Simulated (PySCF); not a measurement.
Radial density of Pb⁺ (lead, charge +1)

r2SCAN0, [Xe] 4f14 5d10 6s1 6p2, 6s spin antiparallel (an excited configuration). Calculation: PySCF 2.14, in x2c-TZVPPall with one added diffuse shell each of s, p, d, f type (12s8p7d4f, 99 functions); the spin-free X2C one-electron Hamiltonian (Gaussian nucleus).

| r (bohr) | 4πr²ρ (e/bohr) | 4πr²(ρα − ρβ) |
| --- | --- | --- |
| 0.0129 | 113.8 | 0.0011 |
| 0.0216 | 101.1 | 0.0123 |
| 0.0364 | 138.4 | 0.0037 |
| 0.0612 | 145.1 | -0.0039 |
| 0.103 | 126.8 | 0.0058 |
| 0.173 | 125.7 | 0.0018 |
| 0.291 | 88.13 | 0.0010 |
| 0.489 | 65.58 | -0.0194 |
| 0.823 | 25.91 | 0.0969 |
| 1.38 | 11.11 | -0.2285 |
| 2.33 | 2.446 | 0.3254 |
| 3.92 | 0.4323 | 0.3266 |
| 6.59 | 0.01899 | 0.0185 |
| 11.1 | 5.623e-05 | 0.0001 |

Densities and radii are taken from the X2C orbitals without a picture-change correction, which distorts them close to the nucleus.

Spin-orbit coupling is strong in this species (close to jj coupling), so the high-spin LS determinant is a model state, not a physical level. With the s spin flipped the determinant is a mixture of two multiplicities, not a spectroscopic state.
